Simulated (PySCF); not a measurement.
# Shifts of the heteroatoms

Geometry (Å), atoms numbered from 1 in this order:
```xyz
15

C     2.5464   -0.7455    0.2949
N     1.3215   -1.0325   -0.0523
N     0.6293    0.0723   -0.2534
C    -0.7342   -0.0116   -0.6598
C    -1.7859    0.5772    0.2339
C    -1.6483   -0.9090    0.1167
C     1.2973    1.2274   -0.0714
P     2.9325    0.9686    0.3971
H     3.2270   -1.5550    0.4908
H    -0.8672    0.0603   -1.7347
H    -1.4598    1.0464    1.1498
H    -2.6313    1.0620   -0.2293
H    -1.2162   -1.4475    0.9452
H    -2.3968   -1.4635   -0.4265
H     0.7813    2.1585   -0.2231
```

Theory: structure optimised with GFN2-xTB, NMR shieldings at PBE0/pcSseg-1/GIAO, in PySCF (rapidly exchanging positions averaged, no solvent, relativity neglected, a single conformation).

Q: Predict the $^{31}$P NMR data.

A: 
```tsv
atoms	environment	σ (ppm)	δ (ppm)
P8	phosphorus bonded to 2 C, in a 5-membered ring	202.7	102.2
```

Shieldings were converted by a linear fit to measured shifts: $^{31}$P: δ = 270.09 − 0.828σ (rms 18.1 ppm, 64 shifts vs H3PO4, solution or neat liquid). A few per cent of atoms miss by over 2 rms, more outside the fitted compound classes.

On a 300 MHz spectrometer $^{31}$P resonates near 121.4 MHz, so 1 ppm is 121.4 Hz.

Q: Where does $^{15}$N resonate?

A: 
```json
{"atoms": "N2", "environment": "pyridine-type nitrogen of an azole", "σ (ppm)": "-112.2", "δ (ppm)": "-44.7"}
{"atoms": "N3", "environment": "pyrrole-type ring nitrogen", "σ (ppm)": "7.7", "δ (ppm)": "-155.1"}
```

Shieldings were converted by a linear fit to measured shifts: $^{15}$N (scatter 6.3 ppm rms vs CH3NO2, solution or neat liquid). Occasional misses reach two or three times the rms, and more in compound classes unlike the fitted ones.

On a 500 MHz spectrometer $^{15}$N resonates near 50.7 MHz, so 1 ppm is 50.7 Hz.
